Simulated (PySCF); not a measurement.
**Spin-rotation constants: `C[C@@H](Cl)[SiH2]O`, C2H7ClOSi**

Geometry:
```
atom   x (Å)   y (Å)   z (Å)
  C1   1.542   0.379  -0.176
  C2   0.275   1.193  -0.039
 Cl3   0.142   2.392  -1.403
 Si4  -1.346   0.208  -0.113
  O5  -2.632   1.260  -0.128
  H6   1.538  -0.215  -1.103
  H7   1.631  -0.315   0.676
  H8   2.436   1.021  -0.186
  H9   0.299   1.809   0.874
 H10  -1.275  -0.652  -1.334
 H11  -1.494  -0.637   1.105
 H12  -2.518   1.993  -0.744
```

Method used: PySCF, GIAO X3LYP/ANO-RCC-VDZP magnetisability, rotational g tensor and spin-rotation constants, non-relativistic, gas phase. Geometry: PBE0-D3(BJ)/def2-SVP.

Q: Give the nuclear spin-rotation constants along the inertial axes (H = +C I·J) beside the isotropic shieldings.

A: Rotational constants 3.9817, 2.3335, 1.5819 GHz. A star marks the isotopologue with that one atom substituted, in its own axes.
```csv
atom,isotope,Caa (kHz),Cbb (kHz),Ccc (kHz),mean (kHz),σ (ppm)
Cl3,35Cl,0.911,0.186,0.347,0.482,858.4
H6,1H,-0.429,-0.259,0.039,-0.216,30.2
H7,1H,-0.365,-0.020,-0.154,-0.179,30.2
H8,1H,0.077,-0.249,-0.154,-0.109,29.7
H9,1H,-0.365,-0.278,0.084,-0.187,27.9
H10,1H,-0.342,-0.213,0.079,-0.159,26.9
H11,1H,-0.202,-0.014,-0.111,-0.109,26.8
H12,1H,-0.390,-0.007,-0.189,-0.195,29.3
C1,13C*,0.618,0.295,0.252,0.388,164.7
C2,13C*,0.812,0.397,0.355,0.521,130.7
Si4,29Si*,-2.108,-1.256,-0.880,-1.415,429.3
O5,17O*,-0.281,-0.199,-0.105,-0.195,306.6
```
For the geometry as given, no vibrational averaging.
